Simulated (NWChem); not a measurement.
System: C₃H₂ClN; SMILES N#C/C=C\Cl

The following NWChem deck was run.

```
start job
memory heap 200 mb stack 900 mb global 1100 mb
geometry units angstroms
  N      1.148135     2.163971     0.180872
  C      0.182582     1.558041     0.060584
  C     -1.014535     0.831880    -0.088138
  C     -1.071993    -0.500068    -0.129000
  Cl     0.302915    -1.506274    -0.006616
  H     -1.917040     1.421277    -0.170884
  H     -2.004940    -1.030981    -0.244336
end
basis spherical
  * library def2-svp
end
dft
  xc xpbe96 cpbe96
  disp vdw 4
  iterations 150
end
driver
  maxiter 120
end
task dft optimize
task dft freq
```

The level has its own optimisation; frequencies are unscaled. Brackets give each atom's bonded neighbours.

Q: Predict the main results of this run. (PBE-D3(BJ)/def2-SVP.) Quantities: r C–N (Å); r C–C [C(CCH)–C(CN)] (Å); r C–C [C(CCH)–C(CClH)] (Å); r C–H [C(CCH)–H(C)] (Å); highest harmonic frequency (cm⁻¹); lowest (cm⁻¹); zero-point energy (kcal/mol); dipole (D).

A: 
```
Quantity                           Value
---------------------------------  -----
r C–N (Å)                          1.175
r C–C [C(CCH)–C(CN)] (Å)           1.424
r C–C [C(CCH)–C(CClH)] (Å)         1.355
r C–H [C(CCH)–H(C)] (Å)            1.102
highest harmonic frequency (cm⁻¹)   3149
lowest (cm⁻¹)                        123
zero-point energy (kcal/mol)        25.6
dipole (D)                          3.93
```
